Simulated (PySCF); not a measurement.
Oxygen: a sound run and one with changed settings

Sound run: O⁺ [He] 2s2 2p3, O²⁺ [He] 2s2 2p2. Computed with PySCF 2.14 in aug-cc-pVDZ-DK, with the spin-free X2C one-electron Hamiltonian (Gaussian nucleus). In the sound run the correlated levels freeze 1s2. The sound run starts from symmetry-adapted Hartree-Fock orbitals and uses a fine grid where one is needed.

A second run was set up differently.

```
species   method  sound run (hartree)  changed run (hartree)  converged
     O⁺      MP2            -74.47813              -74.42289        yes
     O⁺  CCSD(T)            -74.49488              -74.42645        yes
    O²⁺      MP2            -73.19255              -73.14098        yes
    O²⁺  CCSD(T)            -73.21586              -73.14202        yes
```

Ionisation energy of O⁺:

| method | sound run (eV) | changed run (eV) |
| --- | --- | --- |
| UHF | 34.549 | 34.549 |
| MP2 | 34.982 | 34.883 |
| SCS-MP2 | 34.784 | 34.660 |
| CCSD | 34.800 | 34.949 |
| CCSD(T) | 34.804 | 34.951 |

What was changed?
A. all electrons correlated in a valence basis
B. a valence shell is frozen
C. too few SCF iterations
D. basis contracted for another Hamiltonian

B. Freezing a valence shell removes pair correlation that changes on ionisation.
